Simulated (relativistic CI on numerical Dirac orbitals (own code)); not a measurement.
## Hyperfine structure of Ti+, mass number 47

Calculated at this level of theory: Dirac-Coulomb-Breit CI, orbitals from a KLI potential per configuration, QED by a radiative potential, valence Slater integrals scaled by 0.85, P86 correlation energy added to each configuration (own radial code, finite nucleus).

CI space (outside the closed core [Ar]): 3d²4s, 3d³, 3d4s², 3d²4p, 3d²4d, 3d²4f, 3d4s4p, 3d²5s, 4s4p², 3d4p², 3d²5p, 3d4s5p, 3d²6s, 3d²5d, 4s²4p, 3d²6p. Levels of other configurations are missing.

Nuclear spin I = 5/2, μ = -0.78814 μN, Q = 0.302 b (tables of Stone and Pyykkö). The electronic factors are computed for point nuclear moments, without core polarisation; leaving it out makes A of s and p electrons in near-neutral atoms 20 to 40 % too small, and it can dominate for d and f shells.

| Level | E (cm⁻¹) | A (MHz) | B (MHz) |
| --- | --- | --- | --- |
| 3d²4s ⁴F3/2 | 0.0 | 78.86 | 19.5 |
| 3d²4s ⁴F5/2 | 83.9 | -77.17 | 19 |
| 3d²4s ⁴F7/2 | 201.3 | -124.4 | 26.9 |
| 3d²4s ⁴F9/2 | 351.1 | -141.5 | 40.7 |
| 3d³ ⁴F3/2 | 1802.9 | -78.41 | -16.7 |
| 3d³ ⁴F5/2 | 1861.5 | -48.3 | -16.6 |
| 3d³ ⁴F7/2 | 1941.6 | -39.59 | -23.4 |
| 3d³ ⁴F9/2 | 2041.4 | -37.17 | -34.9 |

Levels with J = 0, under 50 % of one LS term, or S terms without an open s electron are left out. Small factors come from cancelling terms and can be off by tens of per cent or more.

For a near-neutral ion this model can misplace configurations by up to about 10,000 cm⁻¹ (more where the count of f electrons changes) and terms by 10 to 25 % of their spread. Rates follow the energies as ν³ (E1, M1) or ν⁵ (E2), so they and the lifetimes can be off by large factors. The fine structure of a lone outer electron comes out too small, for d and f at times inverted, and misplaced configurations move strength between like terms. 51 of the 52 excited levels that our extract of the measured tables holds in this range could be paired (the sources list more); they are missed by 1278 cm⁻¹ on average and 3045 at most, and levels without a partner can miss by more.

Problem. Give the hyperfine levels of 3d²4s ⁴F3/2 relative to its centre of gravity.

Solution. With K = F(F + 1) − I(I + 1) − J(J + 1), E = AK/2 + B[¾K(K + 1) − I(I + 1)J(J + 1)]/[2I(2I − 1)J(2J − 1)]: F = 1: -400.3, F = 2: -258.2, F = 3: -30.46, F = 4: 300.6 MHz.

LS names give the leading component of a level, which can be under half, so a name can repeat, a term be missing and a line seem to break the LS rules.
